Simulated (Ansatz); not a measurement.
Reaction (atomization): `[SbH2]`• → 2 H• + Sb•

Program: Ansatz. Geometries: PBE0-D4/def2-TZVP. ΔE: electronic, gas phase. CCSD(T)/CBS adds triple-zeta CCSD(T) − MP2 to the extrapolated MP2 energy (def2 sets, frozen cores). This one scheme is used for every species, atoms too. Functionals use def2-TZVPP. Open shells (•) are unrestricted, without spin–orbit coupling. Elements past krypton have def2 core potentials. Bonds to Sb are less sure, by a few kJ/mol each and by 10 to 20 or more in all where they break to atoms, as the def2 sets lack core-valence functions.

| level | ΔE (kJ/mol) |
| --- | --- |
| BHLYP | 527.2 |
| CCSD/def2-SVP | 461.9 |
| HF/def2-TZVPP | 333.9 |
| CCSD/def2-QZVPP | 518.2 |

Question: What does CCSD(T)/CBS give? (Best estimate.)

Answer: Ansatz gave: +529.6 kJ/mol. The listed levels differ from it by -2.4, -67.7, -195.7, -11.4 kJ/mol.

Largest T1 diagnostic among the species: 0.014.

At CCSD(T), def2-SVP lies −62.9 kJ/mol from the extrapolated value and def2-TZVPP −16.1 kJ/mol: correlation converges slowly with the basis, and small sets miss more of it in the bonded molecule than in its fragments. The D4 term adds +4.3 kJ/mol with B3LYP and +2.1 kJ/mol with PBE0; it sums over pairs of atoms, weighted by their polarisabilities, and B3LYP, whose exchange is more repulsive, gets the larger term. In def2-TZVPP, CCSD(T) changes the Hartree–Fock value by +179.6 kJ/mol (the triples alone add +6.3 kJ/mol) and MP2 by +137.7 kJ/mol; breaking electron pairs costs correlation energy, which Hartree–Fock lacks.

B3LYP here is the variant with VWN-RPA as its local correlation; programs differ in this.

For atomizations the MP2-based limit and the directly extrapolated one differ by several kJ/mol either way, and by 10 to 25 for some Ge, Se and Sn compounds, so smaller differences from it don't rank the levels.
